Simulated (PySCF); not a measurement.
# Bonding in `C=C(C)[P-]N(C)CC`

C6H13NP (charge -1).
SMILES with atom numbers: `[CH2:1]=[C:2]([CH3:3])[P-:4][N:5]([CH3:6])[CH2:7][CH3:8]` (hydrogens: H9, H10 on C1; H11, H12, H13 on C3; H14, H15, H16 on C6; H17, H18 on C7; H19, H20, H21 on C8)

Cartesian coordinates in Å at the GFN2-xTB level; atoms count from 1:
```xyz
21
C6H13NP angstrom
C     -1.7213    0.1448   -1.1495
C     -1.6320   -0.5355    0.0053
C     -2.7638   -1.4365    0.4358
P     -0.3001   -0.4896    1.1893
N      0.7408    0.7014    0.3836
C      0.7672    1.9951    1.0159
C      2.0699    0.2605    0.0248
C      2.0120   -0.9448   -0.8986
H     -2.5834    0.0447   -1.7998
H     -0.9411    0.8124   -1.4704
H     -2.3872   -2.2300    1.0810
H     -3.5029   -0.8683    1.0060
H     -3.2652   -1.8823   -0.4262
H      1.1156    2.7509    0.2953
H     -0.2447    2.2438    1.3293
H      1.4297    2.0438    1.8988
H      2.6853    0.0158    0.9136
H      2.5709    1.0991   -0.4884
H      1.5378   -0.6688   -1.8368
H      1.3936   -1.7006   -0.4181
H      3.0101   -1.3391   -1.0911
```

Bond orders from the PBE0/pcSseg-1 density (PySCF). One conformer (not necessarily the lowest) at the GFN2-xTB geometry, without solvent, vibrations or thermal averaging. The pcSseg-1 basis has no diffuse functions, a weakness for an anion. The HOMO energy is positive at this level (+0.71 eV), so the outermost electrons may be held by the finite basis alone.

(1) Where do the orders between heavy atoms depart from those drawn in the SMILES?

(2) Give the Mayer order of every bond, beside its length.

Answers

(1) The largest departure is 0.230, at C1–C2 (drawn double, 1.770). Drawn single, order below 0.88: P4–N5 (0.850). The SMILES, with its formal charges, is one Lewis structure only.

(2) 
```
  bond  drawn as  length (Å)  Mayer order
 C1–C2    double       1.343        1.770
 C2–C3    single       1.509        1.040
 C2–P4    single       1.783        1.098
 P4–N5    single       1.775        0.850
 N5–C6    single       1.440        0.993
 N5–C7    single       1.446        0.983
 C7–C8    single       1.520        1.060
 C1–H9    single       1.085        0.951
C1–H10    single       1.076        0.939
C3–H11    single       1.090        0.958
C3–H12    single       1.093        0.960
C3–H13    single       1.092        0.963
C6–H14    single       1.101        0.956
C6–H15    single       1.088        0.967
C6–H16    single       1.105        0.949
C7–H17    single       1.108        0.932
C7–H18    single       1.103        0.949
C8–H19    single       1.087        0.967
C8–H20    single       1.088        0.934
C8–H21    single       1.090        0.967
```

By pair of heavy elements: C–C: lowest C2–C3 (1.040, 1.509 Å), highest C1–C2 (1.770, 1.343 Å); in 1 of the 3 pairs the longer bond (by over 0.003 Å) has the higher order (by 0.02 or more). C–N: all 2 within 0.02 of one another (0.983 to 0.993).

Problem. Sum the orders of all bonds at each heavy atom with more than one neighbour and set the sums beside the valence in the SMILES.

Solution. C1 3.660 (drawn 4), C2 3.908 (drawn 4), C3 3.921 (drawn 4), P4 1.948 (drawn 2), N5 2.826 (drawn 3), C6 3.865 (drawn 4), C7 3.924 (drawn 4), C8 3.928 (drawn 4). Orders between atoms that aren't bonded are not in these sums.

The Mayer order sums products of elements of PS (density times overlap matrix) between the two atoms' basis functions, so it depends on the basis set.
